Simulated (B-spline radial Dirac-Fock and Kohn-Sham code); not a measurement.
## Te²⁺: K-LL lines in intermediate coupling

System: Te²⁺, [Kr] 4d10 5s2 5p2, inside a Watson sphere of charge -2 and radius 2.7 Å (a model of the Madelung potential; inside it an electron's potential energy is raised by 10.7 eV).

Input of the calculation (task.json; shells as n, l, electrons):

```json
{"items": [{
  "Z": 52,
  "q": 2,
  "cfg": [[1, 0, 2], [2, 0, 2], [2, 1, 6], [3, 0, 2], [3, 1, 6], [3, 2, 10], [4, 0, 2], [4, 1, 6], [4, 2, 10], [5, 0, 2], [5, 1, 2]],
  "A": 130,
  "rrms": 4.7423,
  "watson": [-2, 2.7],
  "do": ["binding", "quiet", "double"]
}]}
```

Launch: `python xray_run.py task.json out`

Method: Dirac-Fock energy differences between relaxed states, corrected for Breit and QED terms. Computed with a radial finite-basis atomic code. The two-hole levels come from diagonalising the Coulomb interaction among the jj configurations; intensities are independent-particle Coulomb rates. Kinetic energies are from the vacuum level. The model has no electron correlation. Open outer shells are spectators and are not coupled to the holes. The rates lack the Breit term, which in heavy atoms raises K-L1L1 and K-L1L2. Labels follow the leading weight; the literature often keeps the label of the LS limit.

```
kinetic energy (eV)  J  leading jj holes (weight)  leading LS term (weight)
            21757.1  0                L1L1 (0.99)                ¹S0 (0.99)
            22091.5  1                L1L2 (0.98)                ³P1 (0.52)
            22124.5  0                L1L2 (1.00)                ³P0 (1.00)
            22350.4  1                L1L3 (0.98)                ¹P1 (0.52)
            22395.0  0                L2L2 (0.99)                ³P0 (0.61)
            22399.5  2                L1L3 (1.00)                ³P2 (1.00)
            22675.7  2                L2L3 (1.00)                ¹D2 (0.71)
            22694.0  1                L2L3 (1.00)                ³P1 (1.00)
            22929.1  0                L3L3 (0.99)                ¹S0 (0.61)
            22961.0  2                L3L3 (1.00)                ³P2 (0.71)
```

The intensity is shared as follows: 22675.7 eV 42.6 %, 22961.0 eV 15.0 %, 22091.5 eV 13.8 %, 22350.4 eV 10.8 %, 21757.1 eV 8.4 %, 22399.5 eV 2.8 %, 22929.1 eV 2.8 %, 22395.0 eV 2.7 %, 22124.5 eV 1.1 %, 22694.0 eV 0.0 %.

The strongest line, by its leading LS label ¹D2, lies at 22675.7 eV. The mean weight of the leading component is 0.99 in jj and 0.77 in LS coupling, so jj labels describe these levels better.
